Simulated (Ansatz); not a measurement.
Geometry optimisation, RHF/6-31G* in Ansatz 0.2.0.

input.yaml

```yaml
crystal:
  periodic: [false, false, false]
  atoms:
    - { symbol: Si, position_ang: [0.269292, 0.14449, -1.272485] }
    - { symbol: O, position_ang: [0.373686, 0.15537, 1.591872] }
    - { symbol: Si, position_ang: [0.026853, -0.537183, 3.06084] }
    - { symbol: H, position_ang: [-0.428421, -1.927626, 2.892894] }
    - { symbol: H, position_ang: [1.225469, -0.523188, 3.920475] }
    - { symbol: H, position_ang: [-1.043228, 0.265482, 3.664031] }
    - { symbol: H, position_ang: [1.26206, 0.098061, 1.206682] }
    - { symbol: H, position_ang: [-0.816307, 1.184389, -1.315448] }
    - { symbol: Si, position_ang: [-1.251707, -1.707895, -1.201467] }
    - { symbol: H, position_ang: [-2.317026, -1.54758, -0.187112] }
    - { symbol: H, position_ang: [-1.894082, -1.855659, -2.529677] }
    - { symbol: H, position_ang: [-0.54889, -2.977861, -0.912405] }
basis:
  gaussian: { orbitals: "6-31G*" }
hamiltonian:
  xc: hf
relax:
  f_tol: 0.03
  max_steps: 50
```

Run as:

```bash
$ ansatz run input.yaml --threads 1 --pin off --max-ram 2048MiB --backend cpu --events-out ev --progress --plain --runs-dir out
```

**Question.** Where does it end, and by what steps?

**Answer.** The forces met the threshold. The force dipped under the threshold on the way, but the program's further checks kept it going. After 19 steps the energy has fallen by 0.377 eV; H8 moved furthest, 1.11 Å.

| step | energy less start (eV) | largest force component (eV/Å) | accepted |
| --- | --- | --- | --- |
| 0 | 0.0000 | 1.079 | yes |
| 1 | -0.0764 | 1.014 | yes |
| 2 | -0.1464 | 1.506 | yes |
| 3 | -0.2349 | 1.221 | yes |
| 4 | -0.2915 | 0.926 | yes |
| 5 | -0.3161 | 0.496 | yes |
| 6 | -0.3314 | 0.186 | yes |
| 7 | -0.3485 | 0.217 | yes |
| 8 | -0.3539 | 0.350 | yes |
| 9 | -0.3659 | 0.177 | yes |
| 10 | -0.3702 | 0.047 | yes |
| 11 | -0.3699 | 0.413 | no |
| 12 | -0.3724 | 0.042 | yes |
| 13 | -0.3733 | 0.136 | yes |
| 14 | -0.3746 | 0.088 | yes |
| 15 | -0.3749 | 0.092 | yes |
| 16 | -0.3758 | 0.039 | yes |
| 17 | -0.3761 | 0.055 | yes |
| 18 | -0.3767 | 0.028 | yes |
| 19 | -0.3771 | 0.026 | yes |

```xyz
12
Properties=species:S:1:pos:R:3
Si 0.164 0.234 -0.781
O 0.729 -0.272 1.217
Si -0.105 -0.406 2.692
H -0.540 -1.793 2.877
H 0.857 -0.029 3.739
H -1.236 0.517 2.628
H 1.676 -0.350 1.246
H -0.937 1.092 -0.212
Si -1.200 -1.715 -1.053
H -2.088 -2.031 0.098
H -2.076 -1.541 -2.241
H -0.386 -2.935 -1.292
```

Run time: 45 s on 1 thread of Intel(R) Xeon(R) Platinum 8488C (Sapphire Rapids) (shared host), peak memory 0.18 GiB.
